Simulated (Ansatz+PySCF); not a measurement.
## doublet NiCl: levels of theory in one basis

```csv
atom,x (Å),y (Å),z (Å)
Ni,0.0000,0.0000,0.0000
Cl,0.0000,0.0000,2.1434
```

Basis set: def2-SVP (spherical functions). Left uncorrelated: 10 orbitals. Correlation on ROHF uses semicanonical orbitals with singles. Charge 0, multiplicity 2.

Computed with Ansatz (development build ahead of 0.2.0); each method stands on the lowest determinant of its kind that the runs found.

| method | E − E(ROHF) (eV) | <S²> of the determinant |
| --- | --- | --- |
| ROHF | 0.00 | 0.75 |
| UHF | -1.46 | 1.73 |
| UHF-MP2 | -12.76 | 1.73 |

(1) What does ROHF-MP2 give on the same scale?

Answers

(1) -13.66 eV.

The restricted and unrestricted rows may stand on different electronic states: another unrestricted solution lies nearer the restricted one.

Caution: another spin multiplicity may lie lower. Caution for ROHF, ROHF-MP2: an unrestricted determinant lies well below. Caution for UHF, UHF-MP2: the unrestricted determinant is a mixture of spin states.
